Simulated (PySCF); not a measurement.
# Polarisability and C₆ of K⁻ (potassium, charge -1)

[Ar] 4s2, closed-shell 1S. Calculation: PySCF 2.14, in dyall-av3z; the spin-free X2C one-electron Hamiltonian (Gaussian nucleus). Coupled (time-dependent) response in atomic units; α is the mean over directions.

```json
{"method": "UHF", "mean α (bohr³)": "2496", "C₆ (like pair)": "110000", "S(−4)": "5735000"}
{"method": "LC-wPBE", "mean α (bohr³)": "1513", "C₆ (like pair)": "59330", "S(−4)": "1392000"}
```

S(−4) is the Cauchy moment in α(ω) = α(0) + S(−4) ω² + …

α(iu) at UHF:

```
u (hartree)  α(iu) (bohr³)
          0           2496
     0.0500          522.9
      0.100          178.8
      0.200          53.61
      0.300          27.01
      0.500          12.38
      0.750          7.112
       1.00          4.831
       1.50          2.710
       2.00          1.732
       3.00         0.8783
       5.00         0.3544
```

For an ion, C₆ is the dispersion term alone; charge-induced terms of lower order in 1/R come first.

The outer electron is barely bound at this level, so radii and moments hang on the diffuse functions.
